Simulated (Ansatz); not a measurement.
`CC[Si]OC` + `[AlH2][SiH2]O[SiH3]` → `C[SiH]([AlH2])O[SiH3]` + `CO[Si]C`  (formal exchange of groups at a C–C bond)

Calculated with Ansatz (gas phase, PBE0-D4/def2-TZVP geometries, no zero-point term in ΔE). CCSD(T)/CBS adds triple-zeta CCSD(T) − MP2 to the extrapolated MP2 energy (def2 sets, frozen cores). Functionals use def2-TZVPP. Each species was taken in one conformer, which may not be the lowest.

(1) Is it downhill or uphill in electronic energy at CCSD(T)/CBS, and by how much? (Best estimate.)

(2) What do these levels give: PBE-D4, ωB97X-V, B2PLYP, r2SCAN, MP2/def2-TZVPP, CCSD(T)/def2-TZVPP? (Estimate.)

Largest T1 diagnostic among the species: 0.014.

Results:

(1) Computed: Downhill: ΔE = -13.8 kcal/mol.

(2) Ansatz gave: PBE-D4 -14.1, ωB97X-V -13.6, B2PLYP -14.0, r2SCAN -14.9, MP2/def2-TZVPP -13.9, CCSD(T)/def2-TZVPP -13.5 kcal/mol.
